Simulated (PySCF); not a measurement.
# Core-level binding energies of cyclo-(Cl2SiS)2

Compound: cyclo-(Cl2SiS)2.
Cartesian coordinates in Å at the PBE0-D3(BJ)/def2-SVP level; atoms count from 1:
```
atom  x, y, z in Å
Si1    0.0254   -0.7038   -1.1958
Cl2    0.3347    0.0838   -3.0554
Cl3   -0.2697   -2.7122   -1.4174
S4    -1.5906    0.2426   -0.1714
Si5    0.0092    0.6823    1.1752
Cl6   -0.3007   -0.1015    3.0363
Cl7    0.3054    2.6911    1.3920
S8     1.6245   -0.2680    0.1528
```

Theory: delta-SCF UKS SCAN, pcX-2 on the ionised atom, pcseg-1 elsewhere, spin-free X2C in PySCF 2.14.0. Vertical ΔSCF values, vacuum level as zero.

Task: List the computed XPS lines with their assignment.

Result: 
| atom(s) | bonded to | level | binding energy (eV) | 2p1/2 (eV) | count |
| --- | --- | --- | --- | --- | --- |
| Si1/Si5 | 2 Cl and 2 S | Si 2p3/2 | 109.65 | 110.27 | 2 |
| Cl2/Cl3/Cl6/Cl7 | Si | Cl 2p3/2 | 206.66 | 208.31 | 4 |
| Si1/Si5 | 2 Cl and 2 S | Si 1s | 1849.80 | – | 2 |
| S4/S8 | 2 Si | S 1s | 2477.58 | – | 2 |
| Cl2/Cl3/Cl6/Cl7 | Si | Cl 1s | 2829.26 | – | 4 |

Task: Which effective nuclear charge Zeff reproduces each element's mean 1s value in the hydrogen-like formula E = 13.606 eV × Zeff²?

Result: Si (Z = 14): mean 1849.8 eV, Zeff = 11.66, Z − Zeff = 2.34; S (Z = 16): mean 2477.6 eV, Zeff = 13.49, Z − Zeff = 2.51; Cl (Z = 17): mean 2829.3 eV, Zeff = 14.42, Z − Zeff = 2.58. Means run over the listed sites, weighted by atom count.

Task: Express the binding energy of S 1s of S4/S8 in atomic units and per mole.

Result: 2477.58 eV = 91.0494 Eh = 239050 kJ/mol.

Atoms equivalent by their bonding share one computed value, that of the first of them. Not every level is listed. The 2p values add to the ΔSCF energy of one spin-free hole a correction within the shell (spin–orbit coupling, ligand field). 2p1/2 minus 2p3/2 (ligand field included): Si 0.62 eV, Cl 1.65 eV. One conformer (not necessarily the lowest) at the PBE0-D3(BJ)/def2-SVP geometry, without solvent, vibrations or thermal averaging.
